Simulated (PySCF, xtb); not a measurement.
As₂BH₅, SMILES [AsH2]B[AsH2].

Coordinates come from a B3LYP-D3(BJ)/def2-SVP optimisation. This is a generated structure with no PubChem entry under its InChIKey; it may be hypothetical.

Level of theory: IEF-PCM-PBE0/def2-SVP in PySCF.

The values are the electrostatic part of the solvation free energy, E(continuum) − E(gas) at the gas-phase geometry, in a cavity of scaled van der Waals radii (PySCF's table); cavitation and dispersion terms are not included. In vacuum the orbital gap is 5.38 eV. The dipole moment in vacuum is 0.02 D.

**Question.** Estimate the values in water (ε = 78.36), chloroform (ε = 4.71), diethylether (ε = 4.24). (Estimate from the structure and the level; the computed values follow.)

**Answer.** 
```tsv
solvent	ε	ΔG(elec) (kcal/mol)	dipole (D)	gap (eV)
water	78.36	-1.3	0.04	5.42
chloroform	4.71	-0.9	0.01	5.41
diethylether	4.24	-0.9	0.01	5.40
```

For comparison, GFN2-xTB/ALPB(water) (xtb, at the GFN2-xTB geometry, all terms of that model) gives -2.2 kcal/mol.
